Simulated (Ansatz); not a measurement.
The lowest singlet and triplet of CHCl (SMILES [CH]Cl); geometries from B3LYP-D3(BJ)/def2-TZVP, each state relaxed from the structure named, with no frequency check.
Singlet at the triplet's geometry (charge 0, multiplicity 1):
```xyz
3

C     -1.0918     0.3498     0.0000
Cl     0.5004    -0.1057     0.0000
H     -1.9569    -0.3023     0.0000
```

A positive gap puts the triplet lower; no zero-point energy. R- takes a restricted singlet. U- takes an unrestricted singlet (broken symmetry where lower, unprojected). The triplet is unrestricted in single-reference levels.

Cores are frozen in the correlated methods.

Codes used: Ansatz (Gaussian orbitals). Values without a source in brackets are computed.

What gap E(singlet) − E(triplet), vertical, at the triplet's geometry does U-r2SCAN/def2-TZVPP (spin-contaminated) give?

3.8 kcal/mol

Give the gap E(singlet) − E(triplet), vertical, at the triplet's geometry at the level R-CCSD/cc-pV(T+d)Z.

7.8 kcal/mol

What is the computed gap E(singlet) − E(triplet), vertical, at the triplet's geometry (R-SCS-MP2/cc-pV(Q+d)Z)?

2.9 kcal/mol

Doubts at one or more of the structures used: a restricted determinant that unrestricted orbitals would lower (R-SCS-MP2/cc-pV(Q+d)Z, R-CCSD/cc-pV(T+d)Z).

Ansatz is an electronic-structure program.
